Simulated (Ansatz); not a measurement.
Ideal-gas functions of `Cl[SiH]1[SiH2]S1` at 800 K and 1 bar, from an Ansatz frequency run at PBE0-D4/def2-TZVP.

Molar mass 126.72 g/mol, point group C1 (symmetry number 1), electronic degeneracy 1, moments of inertia 100.66, 308.725, 358.691 u Å². Harmonic wavenumbers (cm⁻¹, unscaled): 138, 171, 374, 432, 486, 525, 584, 591, 638, 711, 790, 941, 2237, 2255, 2266.

Use S(trans) = R[1.5 ln M + 2.5 ln T − 1.1517]; rotational temperatures θ = 24.2544 K / I; S(rot) = R[ln(√π/σ · √(T³/θAθBθC)) + 1.5]; for each mode x = 1.438777 ν̃/T, S = R[x/(eˣ − 1) − ln(1 − e⁻ˣ)] and H = RT x/(eˣ − 1); 1 cm⁻¹ = 0.0119627 kJ/mol; R = 8.31446 J/(mol·K).

By hand: the entropy, in J/(mol·K).

Translation 189.8. Rotation: θ = 0.241, 0.0786, 0.0676 K, giving 128.3. Vibration, mode by mode: 19.92, 18.15, 11.77, 10.62, 9.69, 9.09, 8.28, 8.19, 7.61, 6.81, 6.06, 4.87, 0.76, 0.74, 0.73, in all 123.3. Electronic 0.0. Sum 441.4 J/(mol·K).

By hand: H − E and G − E in kJ/mol, counted from the electronic energy.

Zero-point energy ½ × 13139 × 0.0119627 = 78.6; thermal vibration 50.1; translation, rotation and pV give 4 RT = 26.6. H − E = 155.3 kJ/mol, and G − E = 155.3 − 800 × 441.4/1000 = -197.8 kJ/mol.

Vibration gives 28 % of the entropy, 19.9 J/(mol·K) of it from the mode under 150 cm⁻¹: soft modes count most, and the harmonic formula is weakest for them. The sum counts one conformer and one mirror image; others add a mixing term.
